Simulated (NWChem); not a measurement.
# C₄H₃F; SMILES C=C(C#C)F

All runs: NWChem. Pople sets run with spherical d functions. Coordinates come from a PBE-D3(BJ)/def2-SVP optimisation.

Estimate the computed values for PBE/6-31G*. Quantities: highest occupied level (eV); orbital gap (eV); dipole (D).

The highest occupied level (eV) is -5.80, the orbital gap (eV) comes out as 4.16 and the dipole (D) comes out as 1.27.
